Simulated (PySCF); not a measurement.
silicon monosulfide (SSi), singlet, at a GFN2-xTB geometry. Base run: B3LYP/6-31G run with PySCF.

Input for PySCF:
```python
from pyscf import gto, scf, dft

mol = gto.M(
    atom='''
Si   -0.000000   -0.000000   -1.066604
S     0.000000    0.000000    0.933278
''',
    basis='6-31g',
    charge=0,
    spin=0,
    verbose=4,
)

mf = dft.RKS(mol)
mf.xc = 'b3lyp'
mf.kernel()
mf.analyze()
```

The base run was repeated with changes; each row names its change, and settings that it needs were set with it.

| change | E (Eh) | HOMO (eV) | HOMO-LUMO gap (eV) | dipole (D) | core-seconds (rough) |
|---|---|---|---|---|---|
| base | -687.65223 | -7.88 | 5.05 | 2.17 | 0.8 |
| functional = wb97m_v | -687.57841 | -10.11 | 9.37 | 2.56 | 30 |
| functional = wb97x | -687.58783 | -10.40 | 9.61 | 2.60 | 2 |
| functional = tpss | -687.66159 | -7.13 | 3.74 | 1.91 | 1 |
| functional = b3lyp; dispersion = d3zero | -687.65224 | -7.88 | 5.05 | 2.17 | 0.8 |
| functional = pbe; dispersion = d3bj | -687.30596 | -7.02 | 3.61 | 1.85 | 1.0 |
| functional = r2scan | -687.56249 | -7.30 | 3.92 | 2.01 | 1 |
| functional = m062x | -687.56823 | -9.07 | 7.15 | 2.54 | 1 |
| functional = b97m_v | -687.44394 | -7.35 | 4.02 | 2.12 | 30 |
| functional = bhandhlyp | -687.60754 | -9.07 | 7.20 | 2.62 | 0.8 |
| functional = m06 | -687.59208 | -8.00 | 5.43 | 2.35 | 1 |
| functional = pbe | -687.30445 | -7.02 | 3.61 | 1.85 | 0.9 |
| functional = b3lyp; dispersion = d3bj | -687.65544 | -7.88 | 5.05 | 2.17 | 0.9 |

Absolute energies of different levels of theory aren't comparable as measures of quality.
